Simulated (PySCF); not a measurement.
System (SMILES): F[SiH] (F-SiH) (closed-shell singlet).
Geometry (B3LYP-D3(BJ)/def2-TZVP, fixed):
```xyz
3

Si    -0.2468    -0.3148     0.4521
H     -0.9813    -1.2112    -0.5591
F      0.4929     0.6243    -0.6411
```

Basis-set convergence of the lowest singlet excitation energy at CAM-B3LYP with PySCF. Tamm-Dancoff approximation; the state is taken by its order, and sets in which it differs in degeneracy or brightness are left out, yet its character can still change. All functions are spherical. Density fitting with generated auxiliary sets. No added dispersion term, no relativity. Reference: the value in aug-pcseg-3, 3.070 eV, itself unsure by roughly 0.005 eV (its mean distance from aug-cc-pV(Q+d)Z, aug-pcseg-2, aug-cc-pV(T+d)Z). Deviations are taken from unrounded values. Cost is core time over that of 6-31G**, rough, on shared machines of one kind.

```
basis              functions  lowest singlet excitation energy (eV)  minus reference (eV)  cost
-----------------  ---------  -------------------------------------  --------------------  ----
6-31G**                   37                                  3.122                 0.052    1×
def2-TZVP                 74                                  3.089                 0.019    3×
cc-pV(T+d)Z               83                                  3.101                 0.030    4×
def2-TZVPP                87                                  3.087                 0.017    4×
jun-cc-pV(T+d)Z          101                                  3.067                -0.003    5×
6-311++G(3df,3pd)        104                                  3.069                -0.001    6×
def2-TZVPPD              105                                  3.076                 0.006    9×
cc-pV(Q+d)Z              149                                  3.082                 0.011   10×
aug-pcseg-3              223                                  3.070                 0.000   40×
```
